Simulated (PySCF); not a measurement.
## TaH₃, triplet: computed properties

Level of theory: PySCF, UPBE0, basis Ta def2-TZVP with ECP60, H def2-TZVP (scalar-relativistic core potentials, no spin–orbit coupling, density fitting).

The structure is a minimum.

```
Point group                                                                   : C2v
Bond lengths                                                                  : Ta–H 1.779 Å (×2), Ta–H 1.799 Å
Bond angles                                                                   : H–Ta–H 116.6°, H–Ta–H 121.7° (×2)
Enthalpy at 298.15 K above 0 K                                                : 12.42 kJ/mol
Rotational constants                                                          : 3.651, 3.358, 1.749 cm⁻¹
Atomisation energy without zero-point energy                                  : 858 kJ/mol
Entropy at 298.15 K and 1 bar (electronic part: spin only)                    : 266.0 J/(mol K)
Heat capacity Cp at 298.15 K                                                  : 48.0 J/(mol K)
Spin squared ⟨S²⟩                                                             : 2.010
Highest occupied level (α)                                                    : -5.64 eV
Principal quadrupole moments (Buckingham, traceless) about the centre of mass : -2.96, -1.37, 4.33 D Å
Rotational symmetry number                                                    : 2
Lowest empty level (α)                                                        : -2.79 eV
Principal polarisabilities                                                    : 45.9, 53.3, 58.4 bohr³
Dipole moment                                                                 : 0.09 D
Zero-point energy                                                             : 41.9 kJ/mol
```

Harmonic modes (masses in u: Ta 180.948, H 1.008):
```csv
symmetry,ω (cm⁻¹),IR (km/mol),μ (u)
b1,88,154,1.02
b2,742,14.8,1.01
a1,748,28.2,1.02
b2,1773,300,1.02
a1,1805,404,1.02
a1,1843,47.8,1.01
```

In C2v the vibrations span b1 + 2b2 + 3a1. Here b1 is antisymmetric to the molecular plane and b2 lies in it.

Charges (e):
| atom | Mulliken | Löwdin | polar tensor | spin (Mulliken) | Mayer order to Ta1 |
| --- | --- | --- | --- | --- | --- |
| Ta1 | 0.44 | 0.43 | 0.88 | 2.20 | – |
| H2 | -0.16 | -0.15 | -0.30 | -0.05 | 0.97 |
| H3,4 | -0.14 | -0.14 | -0.29 | -0.07 | 0.97 |

Mulliken populations on Ta1 (electrons outside its core potential): s 2.95, p 6.38, d 3.21, f 0.02.

Formally Ta is in oxidation state +3, d2, with 2 unpaired electrons (the high-spin count). The Mulliken spin on Ta is 2.20. The polar-tensor charge on Ta, 0.88, is far below the formal one.

Other isomers or separated fragments may lie lower. With open d or f shells other occupations or spin states may lie lower. Spin–orbit coupling, left out here, can matter for elements this heavy.

The final relaxation and frequency run took roughly 50 core-seconds on a shared host.
